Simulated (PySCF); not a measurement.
Ligands exchanged one at a time, Si SH-H. Isolated molecules, 0 K electronic values unless said otherwise. One relaxed conformer stands for each flexible species; it need not be the lowest. Strings in code marks are SMILES.

The four lowest singlet excitations (Tamm–Dancoff). Method: ωB97X-D3(BJ)/def2-TZVP // PBE0-D3(BJ)/def2-TZVP (PySCF 2.14.0). Excitations are Tamm–Dancoff values on a coarser integration grid. The basis has no diffuse functions, so Rydberg states are missing or too high.

| state | energy (eV) | wavelength (nm) | oscillator strength |
|---|---|---|---|
| S1 | 6.15 | 202 | 0.008 |
| S2 | 6.35 | 195 | 0.001 |
| S3 | 6.97 | 178 | 0.056 |
| S4 | 7.16 | 173 | 0.034 |

**Question.** Name which member gives these states.
(A) `S[SiH](S)S`
(B) `[SiH3]S`
(C) `S[SiH2]S` (H–S–Si–S torsion 56°, S–Si–S–H torsion 56°)

**Answer.** C, `S[SiH2]S` (H–S–Si–S torsion 56°, S–Si–S–H torsion 56°)
